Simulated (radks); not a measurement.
Results of a calculation; reference values are marked as such.
Valence configurations of Cr+ (all share [Ar]). Code: a radial shooting solver on a logarithmic mesh with Libxc functionals. Model: Dirac Kohn-Sham, LDA (Slater exchange, Perdew-Wang correlation), spin-unpolarised, spherical densities, finite nucleus; open shells fill j = l - 1/2 first; Fermi nuclear charge, rms radius 3.6452 fm. Energies are relative to 3d5; eigenvalues in eV.

valence      E (eV)  e(3d3/2)  e(3d5/2)  e(4p1/2)  e(4p3/2)  e(4s1/2)
3d5           0.000   -10.181   -10.100         -         -         -
3d4.5 4s0.5   0.226   -12.012   -11.926         -         -   -10.910
3d4 4s1       1.059   -14.121         -         -         -   -11.669
3d3 4s2       5.158   -19.164         -         -         -   -13.254
3d4 4p1       5.505   -15.331         -    -7.931         -         -
3d3 4s1 4p1  10.087   -20.360         -    -8.973         -   -13.951
3d3 4p2      15.117   -21.498         -    -9.510         -         -
3d2 4s2 4p1  18.618   -26.318         -   -10.046         -   -15.527
3d2 4s1 4p2  24.148   -27.418         -   -10.551         -   -16.129
3d1 4s1 4p3  44.192   -35.173         -   -12.086   -11.953   -18.241

NIST lists [Ar] 3d5 as the ground configuration; this level of theory agrees among the configurations tried. The energies are those of spherical spin-averaged densities, not of single terms.
